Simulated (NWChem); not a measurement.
# SiH$_{3}$OF; SMILES O[SiH2]F

```xyz
6

Si    -0.4548     0.0188     0.0010
O      0.4607    -1.3526    -0.0714
F      0.4705     1.3390    -0.0219
H     -1.2987     0.0012    -1.2099
H     -1.2440     0.0821     1.2577
H      0.9899    -1.5765     0.7066
```
Atoms are numbered in this order, from 1.

All runs: NWChem. The geometry was optimised at B3LYP/6-31G* (spherical d). B3LYP is NWChem's, with the RPA form of VWN correlation. Vertical excitations in the gas phase; the lowest state need not have the same character in each row.

Order these by “lowest excitation, singlet (eV)”, lowest first: LDA (Slater exchange, VWN5)/def2-SVP, TDA; B3LYP/def2-SVP, TDA; BHandHLYP/def2-SVP, TDA.

LDA (Slater exchange, VWN5)/def2-SVP, TDA (7.72), B3LYP/def2-SVP, TDA (8.35), BHandHLYP/def2-SVP, TDA (9.04)
